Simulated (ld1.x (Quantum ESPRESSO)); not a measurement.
# Sb (Z = 51): one change to a TM potential, before and after

- Element: Sb (Z = 51)
- Generator: ld1.x (Quantum ESPRESSO) 7.5
- Type: norm-conserving Troullier–Martins (Kleinman–Bylander form)
- Functional: BLYP
- Relativity: scalar-relativistic
- Frozen core: [Kr]
- Valence charge: 15
- Reference configuration: 4d10 5s1.75 5p3.25
- Partial waves: 5p (bound): rc 2.20 bohr; 4d (bound): rc 0.95 bohr; 5s (bound): rc 1.65 bohr
- Local potential: the s channel
- Core correction: Bessel-smoothed model core inside 0.55 bohr

Change: wave 5s (bound): rc 1.65 bohr becomes 5s (bound): rc 1.80 bohr.

Cutoffs: the cutoffs (Ry, on a coarse ladder) from which the occupation-weighted sum of valence levels, in a spherical-Bessel basis at the reference potential, stays within 10 and 1 mRy of its value at 400 Ry; they do not see the model core or the augmentation charge, which bear on the density cutoff. Errors are all-electron minus pseudo energies relative to the spin-unpolarised reference configuration.

**Question.** How do hardness, ghosts and transferability respond?

**Answer.** The potential gets neither clearly harder nor softer (120 Ry and 160 Ry → 120 Ry and 140 Ry); the d channel sets the loose cutoff, while the largest relative change is in s, which becomes softer; of the 7 tests that both files solve, the error grows in 2 and shrinks in 0 by more than 15 % and 0.3 meV (median size 3.9 → 3.7 meV); neither file shows a bound ghost.

```csv
quantity,base,changed
"cutoff, loose",120 Ry,120 Ry
"cutoff, tight",160 Ry,140 Ry
loose cutoff by channel (10 mRy a level),"p 10 Ry, d 90 Ry, s 25 Ry","p 10 Ry, d 90 Ry, s 18 Ry"
bound ghosts,none,none
"error for 4d10 5s2 5p3, meV [ΔE -2.02 eV]",0.0,0.0
"error for 4d10 5s2 5p2, meV [ΔE 6.18 eV]",-2.0,-1.8
"error for 4d10 5s2 5p1, meV [ΔE 22.09 eV]",-3.9,-3.7
"error for 4d10 5s1 5p0, meV [ΔE 91.00 eV]",-13,-20
"error for 4d9 5s2 5p3, meV [ΔE 38.48 eV]",-350,-390
"error for 4d10 5s1 5p4, meV [ΔE 6.14 eV]",-2.1,-1.9
"error for 4d10 5s2 5p0, meV [ΔE 46.56 eV]",-8.3,-9.7
s: phases at 2.40 bohr within 0.05 rad from the reference energy up to (Ry; the scan ends near 5),2.4,3.0
p: phases at 2.40 bohr within 0.05 rad from the reference energy up to (Ry; the scan ends near 5),4.5,4.4
d: phases at 2.40 bohr within 0.05 rad from the reference energy up to (Ry; the scan ends near 5),0.2,0.1
```
